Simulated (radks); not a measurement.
The boron ion B2+ inside a hard spherical wall (all orbitals vanish at R), configuration held at [He] 2s1 and not refilled when levels cross. All-electron calculation, non-relativistic Kohn-Sham, PBEsol, spin-polarised, spherical densities, point nucleus; open shells are filled with parallel spins first. Program: a radial shooting solver on a logarithmic mesh with Libxc functionals. Eigenvalues in eV for spin up, with the zero of energy where the potential of the charges vanishes at infinity; a dash marks a level that is unbound or too diffuse for the functional's potential to be trusted. A positive occupied level is held by the wall or, in an anion where self-interaction has pushed it up, behind a barrier. The pressure on the wall is -dE/dV.

| R (bohr) | E (hartree) | kinetic (hartree) | e(1s) | e(2s) | e(2p, empty) | e(3s, empty) | pressure (GPa) |
|---|---|---|---|---|---|---|---|
| free | -23.26580 | 23.200 | -210.10 | -32.459 | -26.350 | - | 0 |
| 15 | -23.26580 | 23.200 | -210.10 | -32.459 | -26.350 | - | < 0.0001 |
| 10 | -23.26580 | 23.200 | -210.10 | -32.459 | -26.350 | - | < 0.0001 |
| 7 | -23.26580 | 23.200 | -210.10 | -32.459 | -26.349 | -10.027 | 0.000662 |
| 6 | -23.26573 | 23.201 | -210.09 | -32.454 | -26.342 | -8.908 | 0.0122 |
| 4 | -23.25606 | 23.278 | -209.69 | -32.043 | -25.845 | 2.977 | 3.24 |
| 2.5 | -23.01754 | 24.252 | -205.95 | -24.333 | -19.010 | 63.031 | 195 |
